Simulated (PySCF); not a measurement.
Predicted microwave data (PBE0-D3(BJ)/def2-SVP geometry optimisation, gas phase (PySCF 2.14.0)) for one isomer of C5H9FOS:

* Rotational constants: A = 3409, B = 953.1, C = 905.8 MHz
* Dipole components: |μa| = 0.91 D, |μb| = 1.37 D, |μc| = 2.50 D
* Inertial defect: -120.61 u·Å²
* κ: -0.96

Task: Which structure is it? (One computed conformer of each.)
A. `[O:1]=[S@:2]([CH2:3][F:4])[CH2:5][CH:6]1[CH2:7][CH2:8]1` with O1–S2–C3–F4 -167°, O1–S2–C5–C6 -69°, S2–C5–C6–C7 -82°
B. `[CH3:1][S@@:2](=[O:3])[CH2:4][C@H:5]1[CH2:6][C@H:7]1[F:8]` with C1–S2–C4–C5 -167°, S2–C4–C5–C6 -159°

Result: B. It is C[S@@](=O)C[C@H]1C[C@H]1F, a near-prolate asymmetric top, point group C1. The candidates at the same level (rigid rotor, commonest isotopes):

```csv
SMILES,A (MHz),B (MHz),C (MHz),μa (D),μb (D),μc (D),Δ (u·Å²),point group,rotor
C[S@@](=O)C[C@H]1C[C@H]1F,3409,953.1,905.8,0.91,1.37,2.50,-120.61,C1,near-prolate asymmetric top
O=[S@](CF)CC1CC1,2938,992.8,825.4,0.59,2.36,0.02,-68.77,C1,asymmetric top
```

`O=[S@](CF)CC1CC1` has A 14 % too low. No structure here is proved a minimum.
